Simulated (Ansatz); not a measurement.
Harmonic frequencies (cm⁻¹) at PBE0-D4/def2-TZVP from Ansatz: 81, 106, 132, 159, 222, 257, 314, 402, 431, 502, 518, 570, 798, 850, 908, 924, 933, 945, 1576, 2219, 2234, 2245, 3596, 3694.

Each molecule was computed in one conformer, which needn't be the lowest.

Problem. Which molecule is it?
A. `N[Si](F)([SiH3])Cl`
B. `F[SiH2]N[SiH2]Cl`
C. `CO[SiH](F)[SeH]`
D. `N[Si](O)(O)O`

Solution. A.
